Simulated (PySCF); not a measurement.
A calculated (PBE, PySCF 2.14, cc-pV(T+d)Z, no relativity, point nucleus) atom or ion has these occupied shells.

```tsv
shell	electrons	orbital energy (eV)	rms radius, mean of both spins (bohr)
1s	2	-1516.9	0.140
2s	2	-116.08	0.687
2p	6	-78.080	0.679
3s	2	-14.773	2.56
```

Q: Name the element and its charge.

A: Al⁺ (aluminium, charge +1), in [Ne] 3s2, closed-shell 1S.
